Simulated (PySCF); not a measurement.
phosphoric acid (H₃O₄P), SMILES O=P(O)(O)O.

Geometry: TPSSh-D3(BJ)/def2-SVP. Other conformers were not sampled.

All values below come from PBE/def2-TZVP in PySCF.

Isolated molecule, no solvent.

The total energy is -643.87543 hartree and the point group comes out as C3. The highest occupied level is -7.18 eV. The lowest empty level is -0.77 eV. The orbital gap is 6.41 eV and the dipole moment is 0.29 D. The quadrupole, principal values (traceless, Buckingham form, about the centre of nuclear charge) is -15.26, 7.63, 7.63 D·Å and the mean static polarisability is 35.9 bohr³ (5.32 Å³). The polarisability, principal values is 35.7, 36.0, 36.0 bohr³.
